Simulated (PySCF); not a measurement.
How the method changes the constants of NaCd

State: ²Σ⁺ (doublet), unpaired electrons σ ↑. Set-up: Na def2-SVP, Cd def2-SVP with ECP28; scalar-relativistic core potentials (PySCF 2.14). De refers to Na + Cd in their ground configurations, without counterpoise correction. The functionals are run spin-unrestricted. A positive dipole means Na(−)Cd(+). Levels whose curve was spin-contaminated or gave no clean fit are not listed.

| Level | Re (Å) | ωe (cm⁻¹) | De (eV) | μ (D) |
| --- | --- | --- | --- | --- |
| UHF-CCSD | 3.695 | 41.8 | 0.045 | n/a |
| UHF-CCSD(T) | 3.649 | 45.9 | 0.052 | n/a |
| LDA | 3.219 | 90.6 | 0.248 | -1.10 |
| PBE | 3.422 | 72.6 | 0.145 | -0.73 |
| r²SCAN | 3.371 | 79.2 | 0.178 | -1.17 |
| TPSSh | 3.444 | 70.6 | 0.134 | -0.69 |
| PBE0 | 3.483 | 66.3 | 0.115 | -0.68 |
| BHandHLYP | 3.568 | 54.5 | 0.059 | -0.53 |
| CAM-B3LYP | 3.509 | 56.6 | 0.068 | -0.56 |

Problem. Which functional lies closest to UHF-CCSD(T) in De, which farthest, and by how much do they differ from it?

Solution. Closest is BHandHLYP (-8.1 pm in Re, +18.7 % in ωe, +0.01 eV in De against UHF-CCSD(T) in the same basis), farthest LDA (-43.0 pm in Re, +97.4 % in ωe, +0.20 eV in De). CCSD(T) converges more slowly with the basis than the functionals do and binds too weakly in this one, so the order can change at the basis-set limit.

Problem. What does a quarter of exact exchange do here, going from PBE to PBE0?

Solution. PBE0 less PBE: +6.1 pm in Re, -8.7 % in ωe, -0.03 eV in De. Exact exchange removes part of the self-interaction that spreads semilocal densities, and in most molecules shortens and stiffens the bond and lowers De; here Re and ωe go the other way.

Problem. What does the step from GGA to meta-GGA do here, going from PBE to r²SCAN?

Solution. r²SCAN less PBE: -5.1 pm in Re, +9.1 % in ωe, +0.03 eV in De. 

Correlated steps freeze 1 core orbital. The bond is weak. Basis-set superposition, not corrected here, can be much of De in a small basis, most of all at correlated wavefunction levels. Functionals without a dispersion term scatter widely for such bonds, and LDA overbinds them. Spin–orbit coupling is left out. The state is the lowest determinant that a PBE0 search found; another state may lie lower at other levels.
